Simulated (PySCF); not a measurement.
**BrCl₄⁻: from structure and modes to constants**

All numbers come from PBE0 in PySCF with Br def2-SVPD, Cl def2-SVPD; no relativity; density-fitted integrals.

The singlet minimum has D4h symmetry. Masses (u): Br 78.91834, Cl 34.96885.

```xyz
5
charge -1 multiplicity 1, angstrom
Br    0.0000    0.0000    0.0000
Cl    0.0000    2.4141    0.0000
Cl    0.0000   -2.4141    0.0000
Cl    2.4141    0.0000    0.0000
Cl   -2.4141    0.0000    0.0000
```

Harmonic wavenumbers (cm⁻¹): 80.5 (b2u, ×1), 119.4 (eu, ×2), 131.4 (b2g, ×1), 165.3 (a2u, ×1), 238.5 (b1g, ×1), 265.2 (a1g, ×1), 292.1 (eu, ×2).

(1) Find the principal moments of inertia and the rotational constants. What kind of rotor is it?

(2) What is the harmonic zero-point energy?

(3) Find the vibrational entropy and heat capacity at 298.15 K.

Answers

(1) About the centre of mass I = 407.6, 407.6, 815.2 u Å². With B = 16.8576/I this gives 0.04136, 0.04136, 0.02068 cm⁻¹. The molecule is an oblate symmetric top.

(2) Half the sum of all 9 wavenumbers, 1704/2 = 852 cm⁻¹, which is 10.2 kJ/mol (1 cm⁻¹ = 0.0119627 kJ/mol).

(3) With u = 1.43878 ω/T, each mode gives S = R[u/(eᵘ−1) − ln(1−e⁻ᵘ)] and C = R u² eᵘ/(eᵘ−1)².
```tsv
ω (cm⁻¹)	u	S (J/(mol K))	C (J/(mol K))
80.5	0.389	16.23	8.21
119.4 (×2)	0.576	13.01	8.09
131.4	0.634	12.24	8.04
165.3	0.797	10.41	7.89
238.5	1.151	7.59	7.45
265.2	1.280	6.81	7.27
292.1 (×2)	1.410	6.12	7.06
```
The sums over all modes are S = 91.5 and C = 69.2 J/(mol K); the softest mode gives 18 % of the entropy (each member, where degenerate).

Only a few start shapes were tried, so a lower isomer may exist. The lowest empty level of this anion is unbound, so it and the gap depend on the basis.
